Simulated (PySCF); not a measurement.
Gas-phase reaction: Sn₂O₂ + 4 SnCl₃ → 6 SnCl₂ + O₂

Energies from PySCF, thermal terms from the rigid-rotor harmonic-oscillator model, ideal gas at 1 bar. † marks an energy on the PBE0/def2-TZVP geometry and frequencies; other levels use their own. MP2 and CCSD(T) freeze the core. Open shells (unrestricted): SnCl₃ (multiplicity 2), O₂ (multiplicity 3); the rest are closed-shell singlets. Sn: scalar-relativistic def2 core potential, no spin-orbit coupling. Sn₂O₂, SnCl₃: computed as isolated molecules; such fragments, hydroxides, amides, oligomers or adducts are transient or little studied in the gas. MP2 isn't extrapolated to the basis-set limit. CCSD(T) isn't extrapolated to the basis-set limit.

```json
[
 {"level": "CCSD(T)/def2-SVP†", "ΔH°(298 K), kJ": "35"},
 {"level": "HF/def2-TZVP†", "ΔH°(298 K), kJ": "?"},
 {"level": "M06-2X/def2-TZVP†", "ΔH°(298 K), kJ": "?"},
 {"level": "MP2/def2-SVP†", "ΔH°(298 K), kJ": "110"},
 {"level": "MP2/def2-TZVPP†", "ΔH°(298 K), kJ": "71"},
 {"level": "PBE/def2-SVP", "ΔH°(298 K), kJ": "?"},
 {"level": "PBE0/def2-QZVP†", "ΔH°(298 K), kJ": "27"},
 {"level": "PBE0/def2-SVP†", "ΔH°(298 K), kJ": "-32"},
 {"level": "r2SCAN/def2-TZVP†", "ΔH°(298 K), kJ": "?"},
 {"level": "ωB97M-V/def2-TZVP†", "ΔH°(298 K), kJ": "45"},
 {"level": "ωB97X-V/def2-TZVP†", "ΔH°(298 K), kJ": "38"}
]
```

Problem. Fill in the missing entries.

Solution. 
- HF/def2-TZVP†, ΔH°(298 K), kJ: 11
- M06-2X/def2-TZVP†, ΔH°(298 K), kJ: 141
- PBE/def2-SVP, ΔH°(298 K), kJ: -27
- r2SCAN/def2-TZVP†, ΔH°(298 K), kJ: 64
